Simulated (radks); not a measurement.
Problem. A nucleus of charge 22.5 with 22 electrons, configuration [Ar] 3d2 4s2. Method: Dirac Kohn-Sham, PBE, spin-unpolarised, spherical densities, point nucleus; open shells fill j = l - 1/2 first; computed with a radial shooting solver on a logarithmic mesh with Libxc functionals. Some entries of the table are withheld. Estimate them.

orbital  occ.  eigenvalue (eV)  <r> (bohr)  <1/r> (bohr^-1)
1s1/2       2        -5119.001     0.06798            22.32
2s1/2       2        -575.7590      0.3162            4.686
2p1/2       2        -483.9540         (1)            4.619
2p3/2       4        -477.5462         (2)            4.558
3s1/2       2         -72.5018      0.9724            1.449
3p1/2       2              (3)       1.036              (4)
3p3/2       4              (5)       1.044              (6)
3d3/2       2         -10.2374         (7)           0.9647
3d5/2       0         -10.1760         (8)           0.9617
4s1/2       2          -8.1594       3.151           0.4128

Solution. 
(1) 2p1/2 <r> (bohr): 0.2799
(2) 2p3/2 <r> (bohr): 0.2827
(3) 3p1/2 eigenvalue (eV): -47.9270
(4) 3p1/2 <1/r> (bohr^-1): 1.326
(5) 3p3/2 eigenvalue (eV): -47.1748
(6) 3p3/2 <1/r> (bohr^-1): 1.313
(7) 3d3/2 <r> (bohr): 1.395
(8) 3d5/2 <r> (bohr): 1.399
